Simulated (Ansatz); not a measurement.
This geometry of BF2HS (5 atoms, charge 0, multiplicity 1) is a first-order saddle point.

Theory: RKS B3LYP-D4/def2-SVPD in Ansatz 0.2.0.

```xyz
5
Properties=species:S:1:pos:R:3
B -0.002 0.258 -0.494
F -0.139 0.370 1.174
S 0.256 -1.406 -0.704
H 0.025 -0.674 1.007
F -0.141 1.453 -0.983
```

(1) Which two structures does it join? (They come from a converged band through this point; their orientation in space is the band's.)

(2) How far does it lie above each of them?

## Answers

(1) Bonds broken: B1–F2, S3–H4. Bonds formed: F2–H4. BF2HS becomes BFS + FH.

Initial state:

```xyz
5
Properties=species:S:1:pos:R:3
B -0.062 0.512 -0.169
F -0.222 0.993 1.058
S 0.219 -1.245 -0.501
H 0.179 -1.620 0.798
F -0.113 1.361 -1.186
```

Final state:

```xyz
5
Properties=species:S:1:pos:R:3
B 0.043 0.312 -1.221
F -0.148 -0.073 2.201
S 0.246 -1.255 -0.836
H -0.026 -0.526 1.394
F -0.115 1.542 -1.538
```

(2) 2.50 eV above the first and 0.48 eV above the second. This is the barrier of this one path; another mechanism may lie lower. The orbitals stay closed-shell, which can raise the energy where a bond breaks towards radicals; this wasn't checked here.

Run time: 110 s on 2 threads of Arm Neoverse V2 (shared host), peak memory 0.19 GiB.
